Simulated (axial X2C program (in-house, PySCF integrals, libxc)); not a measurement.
# Potential curves of RuSe, 2c

Calculated with an in-house all-electron X2C program for linear molecules (integrals from PySCF). Two-component (2c) means X2C with spin–orbit coupling and atomic mean-field two-electron Coulomb and Gaunt terms. Basis: Ru dyall-cv3z [12s12p8d5f3g], Se dyall-cv3z [8s9p6d4f1g] (cores contracted in-house); Gaussian nuclei, density fitting, unrestricted open shells. Masses: Ru 101.904 u, Se 79.917 u.

State: Ω = 4 (⟨Sz⟩ = 2.00, ⟨Lz⟩ = 2.00 at PBE). Energies in eV from the lowest point of each curve. Fits are polynomials in 1 − R0/R over 0.85 to 1.23 times the lowest point R0.

| R (Å) | PBE |
| --- | --- |
| 1.9288 | 1.3486 |
| 2.0175 | 0.5710 |
| 2.0840 | 0.2367 |
| 2.1505 | 0.0592 |
| 2.2170 | 0.0000 |
| 2.2946 | 0.0406 |
| 2.3722 | 0.1648 |
| 2.4720 | 0.4048 |
| 2.5939 | 0.7667 |
| 2.7713 | 1.3400 |

The state is a single determinant with fixed occupations, the lowest that a limited PBE0 search found. Density functionals use the spin component along the axis (collinear). PBE0 can misorder states that lie within some tenths of an eV, so this need not be the ground state of the molecule. The nearest other 2c determinant of the search, Ω = 2, lies 0.50 eV up at the distance of the search. Without a current term, density functionals place determinants with orbital angular momentum somewhat too high. With several unpaired electrons one determinant need not be a pure state. Open-shell Ω = 0 determinants with evenly filled partner blocks cannot be reached by this program, so the Ω shown need not be the lowest component.

Q: Fit the PBE curve near its minimum: give the equilibrium distance and the harmonic wavenumber.

A: At PBE, 2c: Re = 2.225 Å, ωe ≈ 340 cm⁻¹; Be follows as 0.076 cm⁻¹.
